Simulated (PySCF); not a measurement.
## Spinor energies of N⁶⁺ (nitrogen, charge +6)

Start: 1s1; 1s1/2 filled at m_j = +1/2. Calculated with PySCF 2.14 in an uncontracted even-tempered set (15 s from 2.4 bohr⁻², ratio 2.4; 8 p from 3.1 bohr⁻², ratio 2.4; 3 d from 8.8 bohr⁻², ratio 2.6; 3 f from 13 bohr⁻², ratio 2.6): generalised Hartree-Fock with the X2C-1e Hamiltonian and a Gaussian nucleus; one run each with spin-orbit coupling (SO) switched off, then screened by Boettger's factors.

```tsv
spinor shell	electrons	ε, spin-free (eV)	ε, screened SO (eV)	weight of nominal j (screened SO)	rms radius, screened SO (bohr)
1s1/2	1	-667.11	-667.11	1.000	0.247
```

```tsv
quantity	spin-free	screened SO
E (hartree)	-24.51598	-24.51598
M_J	1/2	1/2
⟨J²⟩	0.750	0.750
⟨L²⟩	0.000	0.000
⟨S²⟩	0.750	0.750
```

Without spin-orbit coupling the j labels of p, d and f shells carry no meaning; the spin-free column gives the mean over the occupied spinors of each nl shell.
